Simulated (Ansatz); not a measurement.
ScSi4⁻. The state is a singlet with charge -1. Geometry r2SCAN-D4/def2-SVPD.

| atom | x (Å) | y (Å) | z (Å) |
| --- | --- | --- | --- |
| Sc1 | 1.752 | -0.283 | 0.818 |
| Si2 | -1.561 | 1.085 | -1.602 |
| Si3 | -0.114 | -1.674 | 1.755 |
| Si4 | -0.753 | -0.290 | 0.089 |
| Si5 | 0.675 | 1.161 | -1.059 |

The restricted singlet is unstable towards broken spin symmetry in Hartree–Fock (as tested in another run); at PBE-D4/def2-TZVPD, revPBE-D4/def2-TZVPD, r2SCAN-D4/def2-TZVPD, PBE0-D4/def2-TZVPD and others this wasn't settled. No other spin state of charge -1 was run. The structure comes from a short search, and lower isomers may exist.

Question: Estimate the orbital energies around the gap (eV) in Ansatz with PBE-D4/def2-TZVPD, revPBE-D4/def2-TZVPD, r2SCAN-D4/def2-TZVPD, PBE0-D4/def2-TZVPD, ωB97M-V/def2-TZVPD.

Answer: 
```
orbital  PBE-D4/def2-TZVPD  revPBE-D4/def2-TZVPD  r2SCAN-D4/def2-TZVPD  PBE0-D4/def2-TZVPD  ωB97M-V/def2-TZVPD
HOMO−13             -49.08                -49.12                -51.28              -54.03              -57.02
HOMO−12             -28.62                -28.61                -29.83              -31.94              -34.78
HOMO−11             -28.33                -28.33                -29.57              -31.73              -34.59
HOMO−10             -28.13                -28.12                -29.36              -31.53              -34.41
 HOMO−9              -9.73                 -9.67                -10.33              -11.60              -14.22
 HOMO−8              -7.28                 -7.21                 -7.71               -8.87              -11.40
 HOMO−7              -5.16                 -5.10                 -5.47               -6.49               -8.86
 HOMO−6              -4.17                 -4.10                 -4.40               -5.34               -7.60
 HOMO−5              -1.94                 -1.88                 -2.15               -2.74               -4.58
 HOMO−4              -1.63                 -1.57                 -1.79               -2.44               -4.22
 HOMO−3              -1.35                 -1.29                 -1.49               -2.18               -3.86
 HOMO−2              -1.21                 -1.15                 -1.35               -2.03               -3.77
 HOMO−1              -0.34                 -0.29                 -0.45               -0.95               -2.53
   HOMO              -0.09                 -0.04                 -0.19               -0.83               -2.49
   LUMO               0.59                  0.67                  0.70                1.07                2.19
 LUMO+1               0.79                  0.86                  0.88                1.53                2.93
 LUMO+2               1.23                  1.31                  1.39                1.87                3.05
 LUMO+3               1.23                  1.32                  1.40                2.01                3.37
 LUMO+4               1.45                  1.51                  1.57                2.11                3.37
 LUMO+5               1.91                  1.97                  2.07                2.62                3.93
```
